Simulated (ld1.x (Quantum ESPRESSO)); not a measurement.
**Reading a pseudo-wave (Si (Z = 14))**

Columns: radius, all-electron u(r) and pseudo u(r) of the 3p shell (level -4.08 eV) of silicon in the configuration [Ne] 3s2 3p2; PBE, scalar-relativistic, PAW scheme, ld1.x (Quantum ESPRESSO) 7.5.

| r (bohr) | all-electron | pseudo |
| --- | --- | --- |
| 0.120 | 0.1280 | -0.0071 |
| 0.240 | 0.2401 | -0.0279 |
| 0.360 | 0.2537 | -0.0612 |
| 0.480 | 0.1971 | -0.1054 |
| 0.600 | 0.1041 | -0.1579 |
| 0.720 | -0.0025 | -0.2161 |
| 0.840 | -0.1094 | -0.2771 |
| 0.960 | -0.2093 | -0.3381 |
| 1.080 | -0.2986 | -0.3965 |
| 1.200 | -0.3759 | -0.4502 |
| 1.320 | -0.4415 | -0.4975 |
| 1.440 | -0.4960 | -0.5374 |
| 1.560 | -0.5395 | -0.5694 |
| 1.680 | -0.5729 | -0.5935 |
| 1.800 | -0.5970 | -0.6104 |
| 1.920 | -0.6128 | -0.6206 |
| 2.040 | -0.6215 | -0.6253 |
| 2.160 | -0.6240 | -0.6254 |
| 2.280 | -0.6214 | -0.6216 |
| 2.400 | -0.6144 | -0.6144 |
| 2.520 | -0.6039 | -0.6039 |
| 2.640 | -0.5906 | -0.5906 |
| 2.760 | -0.5750 | -0.5750 |
| 2.880 | -0.5578 | -0.5578 |
| 3.000 | -0.5393 | -0.5393 |
| 3.120 | -0.5198 | -0.5198 |

How many radial nodes do the two functions have?

The all-electron 3p function has n − l − 1 = 1; the pseudo-wave has 0, since the states of the same l below it are removed with the core.

At about which radius was the pseudo-wave matched?

2.40 bohr, where the columns begin to agree (steps of 0.12 bohr).

Is the pseudo-wave norm-conserving?

No, it belongs to a PAW set: the norm inside the radius is not constrained, and the difference is carried by the augmentation charge.
